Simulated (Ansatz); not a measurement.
The first iterations of a band of Cl2H6HfN2O (12 atoms, charge 0, multiplicity 1).

Level of theory: Ansatz 0.2.0, RKS LDA/def2-SVP.

| Item | Value |
| --- | --- |
| movable images | 4 |
| climbing image | no |
| spring | 5.0 eV/Å² |
| optimiser | quadratic models (default) |
| start path | through a guess of the saddle point |
| force threshold | 0.05 eV/Å |
| iteration limit | 60 |
| end points | relaxed |

First end point:

```xyz
12
Properties=species:S:1:pos:R:3
Hf -0.057 -0.249 0.135
Cl -0.350 0.198 2.471
N 1.795 0.046 -0.621
H 2.644 -0.522 -0.516
H 2.010 0.855 -1.218
O -0.849 1.298 -0.649
H -1.322 2.064 -1.003
Cl -1.340 -2.014 -0.851
N 1.026 -2.167 1.093
H 0.530 -3.001 0.737
H 2.035 -2.302 0.937
H 0.867 -2.104 2.112
```

Last end point:

```xyz
12
Properties=species:S:1:pos:R:3
Hf 0.271 -0.291 0.025
Cl 0.648 0.560 2.255
N 2.040 0.324 -0.710
H 2.375 0.127 -1.662
H 2.626 1.050 -0.277
O -1.249 0.782 -0.428
H -1.822 1.469 -0.796
Cl -0.046 -2.055 -1.592
N 0.509 -2.241 1.306
H -0.392 -2.616 1.644
H 0.943 -2.982 0.729
H 1.087 -2.028 2.136
```

| iteration | highest image above the first end (eV) | largest band force component (eV/Å) |
| --- | --- | --- |
| 1 | 3.813 | 19.257 |
| 2 | 1.026 | 3.592 |
| 3 | 0.456 | 3.032 |
| 4 | 0.234 | 0.921 |
| 5 | 0.205 | 0.493 |
| 6 | 0.180 | 0.711 |

Q: Does the band converge within its limit, and where does its top end?

A: It converged. It ended after 20 iterations with the highest image 0.137 eV above the first end. The highest image is an end point: on this band no image between the ends rises above it.

The run took 58 s on 4 threads of Intel(R) Xeon(R) 6975P-C (Granite Rapids), with other jobs on the host, peak memory 0.23 GiB.
